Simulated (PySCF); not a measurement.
All of these have the formula [C7H9]+. Computed with PySCF 2.14.0, density-fitted response routines, TDDFT PBE0/def2-SVPD, vertical, gas phase, core orbitals frozen in the response. Geometries: GFN2-xTB; one conformer of each isolated species. Triplets are in the Tamm–Dancoff approximation. 'Strongest' means the level of largest summed f among the lowest 6 singlets; it needn't be the same kind of state in each. Ions are computed without counter-ions or solvent.

Question: Rank by computed HOMO energy, highest first.
A. `C(c1c[c+]1C)C=C`
B. `C=C[CH+]CC#CC`
C. `C(=C\[CH+]C)/C#CC`
D. `C=CC#C[C+](C)C`

Answer: B (-11.87 eV), A (-12.02 eV), C (-12.53 eV), D (-12.71 eV).

```json
{"SMILES": "C=C[CH+]CC#CC", "HOMO (eV)": "-11.87", "LUMO (eV)": "-8.96", "f (strongest)": "0.24", "S1 (eV)": "1.77", "f (S1)": "0.000", "gap (eV)": "2.91", "S1 mainly": "H-1→L (99%)"}
{"SMILES": "C=CCc1c[c+]1C", "HOMO (eV)": "-12.02", "LUMO (eV)": "-6.35", "f (strongest)": "0.07", "S1 (eV)": "4.66", "f (S1)": "0.045", "gap (eV)": "5.67", "S1 mainly": "H→L (96%)"}
{"SMILES": "CC#C/C=C/[CH+]C", "HOMO (eV)": "-12.53", "LUMO (eV)": "-8.41", "f (strongest)": "0.85", "S1 (eV)": "2.63", "f (S1)": "0.000", "gap (eV)": "4.13", "S1 mainly": "H-1→L (99%)"}
{"SMILES": "C=CC#C[C+](C)C", "HOMO (eV)": "-12.71", "LUMO (eV)": "-8.42", "f (strongest)": "0.63", "S1 (eV)": "2.91", "f (S1)": "0.000", "gap (eV)": "4.29", "S1 mainly": "H-1→L (100%)"}
```

H and L stand for HOMO and LUMO.

- `C=C[CH+]CC#CC`: Löwdin shares by element: HOMO carbon 84% or more (atoms not listed hold the other 16%); LUMO carbon 81% or more (atoms not listed hold the other 19%).
- `C=CCc1c[c+]1C`: Löwdin shares by element: HOMO carbon 84% or more (atoms not listed hold the other 17%); LUMO carbon 80% or more, hydrogen 7% or more.
- `CC#C/C=C/[CH+]C`: Löwdin shares by element: HOMO carbon 74% or more (atoms not listed hold the other 26%); LUMO carbon 75% or more (atoms not listed hold the other 25%).
- `C=CC#C[C+](C)C`: Löwdin shares by element: HOMO carbon 75% or more (atoms not listed hold the other 25%); LUMO carbon 73% or more (atoms not listed hold the other 27%).
